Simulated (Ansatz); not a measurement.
Cu2O. Charge 0, multiplicity 1. Geometry r2SCAN-D4/def2-TZVP; atoms count from 1.

```xyz
3

Cu    0.730   -0.404   -0.992
Cu   -1.117    0.599    0.272
O     0.386   -0.195    0.720
```

The structure comes from a short search, and lower isomers may exist.

(1) Estimate the Mulliken populations from the PBE0/def2-TZVP orbitals of Ansatz.

(2) And the Mayer bond orders between heavy atoms (over 0.3)?

Results:

(1) 
| atom | charge (e) | d electrons |
| --- | --- | --- |
| Cu1 | 0.39 | 9.79 |
| Cu2 | 0.39 | 9.79 |
| O3 | -0.78 | – |
Mulliken values depend strongly on the basis.

(2) Cu1–O3 1.01 (1.76 Å); Cu2–O3 1.01 (1.76 Å).
